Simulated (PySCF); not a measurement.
Computed shifts of a molecule CH₆OSi₂, PBE/pcSseg-1 run with PySCF, GIAO, gas phase, atoms alike by connectivity averaged where their shifts nearly agree, in ppm (number of nuclei): ¹³C: 73.0 (1). ²⁹Si: 16.5 (1), -34.0 (1). ¹H: 6.37 (2), 5.38 (2), 5.25 (2). References: ¹³C against TMS (σ = 182.0 ppm); ¹⁷O against H2O (σ = 334.3 ppm); ²⁹Si against TMS (σ = 335.4 ppm); ¹H against TMS (σ = 31.49 ppm), references at their B3LYP-D3(BJ)/def2-TZVP geometries, non-relativistic. Geometry: TPSSh-D3(BJ)/def2-SVP. The values are those of a single conformer.

Task: Which molecule gave these data?
A) O=C([SiH3])[SiH3]
B) C1O[SiH2][SiH2]1
C) C1[SiH2]O[SiH2]1
D) CO[Si][SiH3]

Result: B, C1O[SiH2][SiH2]1
